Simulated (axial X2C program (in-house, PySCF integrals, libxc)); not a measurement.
**Worked dissociation energy of TlH⁻: PBE0, two-component**

Computed with an in-house all-electron X2C program for linear molecules (integrals from PySCF). Two-component (2c) means X2C with spin–orbit coupling and atomic mean-field two-electron Coulomb and Gaunt terms. Basis: Tl dyall-acv3z [13s15p11d8f1g], H dyall-av3z [7s3p2d] (cores contracted in-house); Gaussian nuclei, density fitting, unrestricted open shells. Masses: Tl 204.974 u, H 1.008 u.

Molecular state: Ω = 1/2 (⟨Sz⟩ = -0.48, ⟨Lz⟩ = 0.98 at PBE0).

| Quantity | Value |
| --- | --- |
| E(Tl) (2M_J = 1) | -20254.247168 hartree |
| E(H-) (2M_J = 0) | -0.524162 hartree |
| E(TlH⁻) at Re | -20254.835381 hartree |
| ωe | 1170.9 cm⁻¹ |
| ωexe | 30.6 cm⁻¹ |

(1) Work out De and D0.

Occupations by symmetry block were frozen at the best pattern of an incomplete PBE0 search. Dissociation energies refer to the lowest single-determinant-based atoms at the same level and basis. Density functionals use the spin component along the axis (collinear). The highest occupied level is positive at some bond lengths even in Hartree–Fock (under at least one Hamiltonian), so the basis set holds the extra electron there; where that holds at Re the anion is at best weakly bound and its constants depend on the basis. PBE0 can misorder states that lie within some tenths of an eV, so this need not be the ground state of the molecule. The nearest other 2c determinant of the search, Ω = 3/2, lies 0.29 eV up at the distance of the search. The functionals have no current-density term, which raises determinants with orbital currents, atoms included.

Each atomic determinant is the lowest at this level and need not be a pure J level. Totals compare only within one Hamiltonian and basis.

Results:

(1) De = -20254.247168 + (-0.524162) − (-20254.835381) = 0.06405 hartree = 1.743 eV. The zero-point energy is ωe/2 − ωexe/4 = 578 cm⁻¹ = 0.072 eV, so D0 = 1.671 eV.
